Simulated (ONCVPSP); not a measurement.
# u(r) = r·R(r): atom against pseudo-atom (Ir)

Columns: radius, all-electron u(r) and pseudo u(r) of the 5s shell (level -98.04 eV) of iridium in the configuration [Kr] 4d10 4f14 5s2 5p6 5d7 6s2; PBEsol, scalar-relativistic, ONCV scheme, ONCVPSP 4.0.1.

```csv
r (bohr),all-electron,pseudo
0.115,0.3601,0.2412
0.230,-0.1465,0.4683
0.345,-0.6663,0.6681
0.460,-0.2311,0.8295
0.575,0.4405,0.9448
0.690,0.9317,1.0107
0.805,1.1682,1.0283
0.920,1.2074,1.0029
1.035,1.1258,0.9422
1.150,0.9856,0.8552
1.265,0.8276,0.7510
1.380,0.6751,0.6385
1.495,0.5392,0.5260
1.610,0.4241,0.4211
1.725,0.3296,0.3293
1.840,0.2539,0.2539
1.955,0.1942,0.1942
2.070,0.1477,0.1477
2.185,0.1119,0.1118
2.300,0.0844,0.0843
2.415,0.0635,0.0634
2.530,0.0476,0.0476
2.645,0.0356,0.0356
2.760,0.0266,0.0266
2.875,0.0199,0.0198
2.990,0.0148,0.0148
```

How many radial nodes do the two functions have?

The all-electron 5s function has n − l − 1 = 4 (the table is too coarse to show those close to the nucleus); the pseudo-wave has 0, since the states of the same l below it are removed with the core.

At about which radius was the pseudo-wave matched?

1.85 bohr. The columns agree to 0.0005 from 1.73 bohr on; several derivatives are matched, so the curves merge somewhat inside the radius.

Where does each function peak?

Outermost all-electron maximum near 0.92 bohr, pseudo maximum near 0.81 bohr (to the table’s step).

Is the pseudo-wave norm-conserving?

Yes: the ONCV scheme keeps the norm inside the radius equal to the all-electron one, which fixes the energy derivative of the logarithmic derivative at the level.
